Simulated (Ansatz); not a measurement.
CHO2, doublet, at a GFN2-xTB geometry; R2SCAN/6-31G* (Ansatz, an electronic-structure program).

Ansatz was given this input:
Ansatz 0.2 input:
```yaml
crystal:
  periodic: [false, false, false]
  atoms:
    - {symbol: O, position_ang: [-1.07370959, -0.42926071, -0.00428227]}
    - {symbol: C, position_ang: [-0.04616944, 0.18751753, 0.00141223]}
    - {symbol: O, position_ang: [1.15027992, 0.11826974, 0.00194013]}
    - {symbol: H, position_ang: [-0.33554598, 1.36282262, 0.01026371]}
basis:
  gaussian:
    orbitals: 6-31G*
hamiltonian:
  xc: r2scan
magnetization: {spin_polarized: true, initial_magnetization: 1}
accuracy: high
```

The log (banner, timings and long lists left out):

```
Functional definition: r2SCAN
920 factors; integrals over basis functions are off by at most 3.4e-9 eV
mean field evaluation 1: about -5139.2881 eV, gradient 3.1e1 eV
mean field evaluation 2: about -5133.9171 eV, gradient 4.9e1 eV
mean field evaluation 4: about -5142.5875 eV, gradient 1.1e0 eV
mean field evaluation 8: about -5142.6000 eV, gradient 2.7e-2 eV
mean field evaluation 16: about -5142.6000 eV, gradient 1.6e-5 eV
mean field -5142.59998796 eV, -188.9870637781 hartree, gradient 1.9e-8 eV, S^2 0.756883; 0 other end points of the search recorded, 0 dependent functions left out
reference -5142.59998848 eV, -188.9870637971 hartree; 12, 11 occupied and 35, 36 virtual orbitals, 920 factors
Total energy: -5142.59998848 eV, -188.9870637971 hartree
```
